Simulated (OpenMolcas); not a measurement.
V4+ (d1) in a complex was computed by CASSCF with the d shell active (OpenMolcas, ANO-RCC-VTZP on the metal). Its lowest spin-free states, and all those of the highest spin:

```csv
2S+1,Degeneracy,E (cm-1)
2,1,0.0
2,2,594.3
2,2,30520
```

Q: Is the site octahedral, tetrahedral or cube-like, axial, or of lower symmetry?

A: The states with 2S+1 = 2 have orbital degeneracies 1, 2, 2. There are pairs but no triples, so the site is axial: not cubic, but with a proper or improper axis of order three or more. The run had V4+ with 6 ligands (ammonia) in trigonal antiprismatic coordination (S6) at 2 Å, a polar angle of 57.5° against the regular 54.74°. Ligand basis ANO-RCC-VDZP.

The least metal-like active orbital is 75 % on the metal (Löwdin) and no ligand orbital is active, so the numbers are rough. Ligand-to-metal charge-transfer states are missing. With metal d orbitals alone the field can be off either way by tens of per cent. No measured value stands beside these numbers; the geometry was imposed, not optimised, and the real ion may take another.
